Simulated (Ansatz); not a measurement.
`CC([SiH3])CF` + H₂O → `CC([SiH3])CO` + H–F  (formal hydrolysis of a C–F bond)

Calculated with Ansatz (gas phase, PBE0-D4/def2-TZVP geometries, no zero-point term in ΔE). CCSD(T)/CBS adds triple-zeta CCSD(T) − MP2 to the extrapolated MP2 energy (def2 sets, frozen cores). This one scheme is used for every species. DFT in def2-TZVPP. B3LYP here is the variant with VWN-RPA as its local correlation; programs differ in this. One conformer a species, not always the lowest.

Task: Is it downhill or uphill in electronic energy at CCSD(T)/CBS, and by how much? (Best estimate.)

Result: Computed: Uphill: ΔE = +1.0 kcal/mol.

Task: What do these levels give: PBE-D4, B3LYP-D4, ωB97X-V, ωB97M-V, B2PLYP, PBE0, B3LYP, SCS-MP2/def2-TZVPP, HF/def2-QZVPP, SCS-MP2/def2-QZVPP, HF/CBS(def2), MP2/CBS(def2)? (Estimate.)

Result: Computed: PBE-D4 1.8, B3LYP-D4 2.5, ωB97X-V 2.4, ωB97M-V 2.2, B2PLYP 2.2, PBE0 1.8, B3LYP 3.2, SCS-MP2/def2-TZVPP 1.1, HF/def2-QZVPP 3.8, SCS-MP2/def2-QZVPP 0.9, HF/CBS(def2) 3.8, MP2/CBS(def2) -0.1 kcal/mol.

Largest T1 diagnostic among the species: 0.011.

In def2-TZVPP, CCSD(T) changes the Hartree–Fock value by −2.6 kcal/mol (the triples alone add −0.3 kcal/mol) and MP2 by −3.7 kcal/mol.
